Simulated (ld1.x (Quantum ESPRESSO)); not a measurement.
Building the PAW potential for copper (Cu) (PBE, scalar-relativistic).

The input file (ld1.x (Quantum ESPRESSO) 7.5):

```
&input
   title='Cu', zed=29., rel=1, dft='PBE', iswitch=3,
   config='[Ar] 3d10 4s0.75 4p0',
   nld=3, rlderiv=1.60, eminld=-11.0, emaxld=5.0, deld=0.04
 /
 &inputp
   pseudotype=3, lpaw=.true., tm=.true., lloc=-1, rcloc=1.45,
   nlcc=.true., new_core_ps=.true., rcore=0.75,
   which_augfun='PSQ', rmatch_augfun_nc=.true.,
   file_pseudopw='Cu.UPF', file_wfcaegen='ae.wfc', file_wfcncgen='nc.wfc', file_beta='beta', file_chi='chi', file_wfcusgen='us.wfc'
 /
6
3S  1  0   2.00   0.00  0.95  1.05  0.0
4S  2  0   0.75   0.00  0.95  1.05  0.0
3P  2  1   6.00   0.00  1.35  1.45  0.0
4P  3  1   0.00   0.00  1.35  1.45  0.0
3D  3  2  10.00   0.00  0.60  0.75  0.0
3D  3  2   0.00   1.70  0.60  0.75  0.0
 &test
   configts(1)='3s2 3p6 3d10 4s0.75 4p0'
 /
```

Command:

```bash
ld1.x < Cu.in > Cu.out
```

Resulting log (shortened: banner, matrices, multipoles, cross overlaps and the repeated all-electron block are left out):

```
Program LD1 v.7.5
     --------------------------- All-electron run ----------------------------

     Cu
     scalar relativistic calculation

     atomic number is 29.00
     dft =PBE   lsd =0 sic =0 latt =0  beta=0.20 tr2=1.0E-14
     Exchange-correlation= PBE
                           (   1   4   3   4   0   0   0)
     mesh =1199 r(mesh) = 100.25372 a.u. xmin = -7.00 dx = 0.01250
     1 Ry =  13.60569312 eV, c = 137.03599908

     n l     nl                  e(Ry)          e(Ha)          e(eV)
     1 0     1S 1( 2.00)      -650.6945      -325.3472     -8853.1496
     2 0     2S 1( 2.00)       -78.2319       -39.1160     -1064.3996
     2 1     2P 1( 6.00)       -67.5384       -33.7692      -918.9067
     3 0     3S 1( 2.00)        -8.5760        -4.2880      -116.6820
     3 1     3P 1( 6.00)        -5.4484        -2.7242       -74.1298
     3 2     3D 1(10.00)        -0.5163        -0.2582        -7.0247
     4 0     4S 1( 0.75)        -0.4638        -0.2319        -6.3106
     4 1     4P 1( 0.00)        -0.1464        -0.0732        -1.9913

     final scf error:  5.6E-15 reached in  25 iterations

     Etot =   -3309.601357 Ry,   -1654.800679 Ha,  -45029.420425 eV

     Ekin =    3358.835932 Ry,    1679.417966 Ha,   45699.290945 eV
     Encl =   -7965.006595 Ry,   -3982.503298 Ha, -108369.435458 eV
     Eh   =    1431.567757 Ry,     715.783879 Ha,   19477.471590 eV
     Exc  =    -134.998451 Ry,     -67.499226 Ha,   -1836.747501 eV

     normalization and overlap integrals

     s(1S/1S) =  1.000000  <r> =   0.0521  <r2> =    0.0037  r(max) =   0.0341
     s(2S/2S) =  1.000000  <r> =   0.2352  <r2> =    0.0653  r(max) =   0.1960
     s(2P/2P) =  1.000000  <r> =   0.2064  <r2> =    0.0523  r(max) =   0.1585
     s(3S/3S) =  1.000000  <r> =   0.7121  <r2> =    0.5866  r(max) =   0.6112
     s(3P/3P) =  1.000000  <r> =   0.7497  <r2> =    0.6655  r(max) =   0.6189
     s(3D/3D) =  1.000000  <r> =   1.0391  <r2> =    1.5337  r(max) =   0.6036
     s(4S/4S) =  1.000000  <r> =   2.8345  <r2> =    9.4390  r(max) =   2.2428
     s(4P/4P) =  1.000000  <r> =   4.4091  <r2> =   23.4488  r(max) =   3.3042

     ------------------------ End of All-electron run ------------------------

     --------------------- Generating PAW atomic setup --------------------

      Generating local potential from pseudized AE potential:
      Matching radius rcloc =   1.4500

      Local pseudo, rcloc= 1.466 Estimated cut-off energy=    11.49 Ry

      Computing core charge for nlcc:

       r > 0.76 : true rho core
      Core charge pseudized with two Bessel functions
      Integrated core pseudo-charge :   0.25
      Wfc-us  3S rcutus= 1.059  Estimated cut-off energy=    46.91 Ry
      Wfc-us  4S rcutus= 1.059  Estimated cut-off energy=    91.71 Ry
      Wfc-us  3P rcutus= 1.466  Estimated cut-off energy=    40.12 Ry
      Wfc-us  4P rcutus= 1.466  Estimated cut-off energy=    76.09 Ry
      Wfc-us  3D rcutus= 0.747  Estimated cut-off energy=   201.50 Ry
      Wfc-us  3D rcutus= 0.747  Estimated cut-off energy=   208.48 Ry

     Required augmentation: PSQ   radius:    1.450000

     Q pseudized with Bessel functions
     Expected ecutrho=   15645.9181 due to l1=  2   l2=  2

     Estimated PAW energy = -486.514947 Ryd

     ------------------- End of pseudopotential generation -------------------

     Computing logarithmic derivative in   1.59038
     Computing logarithmic derivative in   1.59038
     Computing the partial wave expansion
     R is outside the sphere for l=    0 j= 0.00
     R is outside the sphere for l=    0 j= 0.00
     R is outside the sphere for l=    1 j= 0.00
     R is outside the sphere for l=    1 j= 0.00
     R is outside the sphere for l=    2 j= 0.00
     R is outside the sphere for l=    2 j= 0.00

     ---------------------- Testing the pseudopotential ----------------------

     Cu
     scalar relativistic calculation

     atomic number is 29.00   valence charge is 19.00
     dft = SLA  PW   PBX  PBC   lsd =0 sic =0 latt =0  beta=0.20 tr2=1.0E-14
     mesh =1199 r(mesh) = 100.25372 xmin = -7.00 dx = 0.01250

     n l     nl             e AE (Ry)        e PS (Ry)    De AE-PS (Ry)
     1 0     3S   1( 2.00)       -8.57597       -8.57598        0.00001
     2 1     3P   1( 6.00)       -5.44844       -5.44846        0.00001
     3 2     3D   1(10.00)       -0.51631       -0.51633        0.00002
     2 0     4S   1( 0.75)       -0.46382       -0.46383        0.00001
     3 1     4P   1( 0.00)       -0.14636       -0.14637        0.00001

     eps = 4.0E-15  iter = 17

     Etot =   -3309.601357 Ry,   -1654.800679 Ha,  -45029.420425 eV
     Etotps =  -486.514954 Ry,    -243.257477 Ha,   -6619.373169 eV

     Ekin =     438.180749 Ry,     219.090375 Ha,    5961.752805 eV
     Encl =   -1140.217554 Ry,    -570.108777 Ha,  -15513.450128 eV
     Ehrt =     350.520321 Ry,     175.260161 Ha,    4769.071924 eV
     Ecxc =    -134.998471 Ry,     -67.499236 Ha,   -1836.747770 eV
     (Ecc =      -0.325967 Ry,      -0.162984 Ha,      -4.435013 eV)

     ---------------------- End of pseudopotential test ----------------------
```

Generation and configuration tests took about 1.4 s on one core of a shared server CPU.
